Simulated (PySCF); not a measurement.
## Niobium: a sound run and one with changed settings

Sound run: Nb⁺ [Kr] 4d4, Nb²⁺ [Kr] 4d3. All numbers are calculated (PySCF 2.14, scalar relativity through the core potential, in cc-pVDZ-PP with ECP28MDF (4s4p3d1f, 38 functions)). In the sound run the correlated levels freeze 4s2 4p6 outside the core potential. The sound run starts from symmetry-adapted Hartree-Fock orbitals and uses a fine grid where one is needed.

Changed run: initial guess 1e, at most 50 SCF cycles.

```tsv
species	method	sound run (hartree)	changed run (hartree)	converged
Nb⁺	UHF	-55.92694	-55.92208	yes
Nb⁺	r2SCAN	-56.41315	-56.41315	yes
Nb⁺	TPSS	-56.37133	-56.37025	yes
Nb²⁺	UHF	-55.44574	-55.44574	yes
Nb²⁺	r2SCAN	-55.88530	-55.88530	yes
Nb²⁺	TPSS	-55.84956	-55.84956	yes
Nb²⁺	MP2	-55.45565	-55.45565	yes
```

Ionisation energy of Nb⁺:

```
method  sound run (eV)  changed run (eV)
  TPSS             n/a            14.169
```

The plain start fixes occupations by D2h representation alone, and Nb⁺ at UHF, Nb⁺ at TPSS landed in another state (other ⟨L²⟩ or ⟨S²⟩). 

For comparison, NIST gives 14.32 eV between the lowest levels.
